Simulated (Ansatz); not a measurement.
Relaxation of C3H6OSi (11 atoms, charge 0, multiplicity 1), to a largest force component of 0.02 eV/Å in at most 50 steps.

Computed with UKS PBE-D4/6-31G* (Ansatz 0.2.0).

```xyz
11
Properties=species:S:1:pos:R:3
C 0.194 -1.895 1.677
O 1.046 -1.521 0.621
C 0.581 -0.459 -0.071
C 0.306 0.503 -0.682
Si -0.344 1.963 -1.671
H 0.053 -1.009 2.380
H 0.567 -2.719 2.200
H -0.800 -2.095 1.255
H -1.631 2.490 -1.071
H 0.651 3.072 -1.557
H -0.558 1.613 -3.059
```

Task: Where does it end, and by what steps?

Result: The forces met the threshold. After 6 steps the energy has fallen by 0.458 eV; H8 moved furthest, 0.11 Å.

| step | energy less start (eV) | largest force component (eV/Å) | accepted |
| --- | --- | --- | --- |
| 0 | 0.0000 | 6.571 | yes |
| 1 | -0.4029 | 0.904 | yes |
| 2 | -0.4476 | 0.325 | yes |
| 3 | -0.4520 | 0.169 | yes |
| 4 | -0.4537 | 0.114 | yes |
| 5 | -0.4570 | 0.069 | yes |
| 6 | -0.4576 | 0.018 | yes |

```xyz
11
Properties=species:S:1:pos:R:3
C 0.158 -1.890 1.707
O 1.019 -1.473 0.611
C 0.586 -0.435 -0.049
C 0.209 0.543 -0.695
Si -0.324 1.981 -1.658
H 0.055 -1.071 2.438
H 0.661 -2.753 2.162
H -0.833 -2.179 1.319
H -1.619 2.510 -1.113
H 0.691 3.086 -1.600
H -0.538 1.625 -3.101
```

The run took 11 s on 2 threads of Intel(R) Xeon(R) 6975P-C (Granite Rapids), with other jobs on the host, peak memory 0.18 GiB.
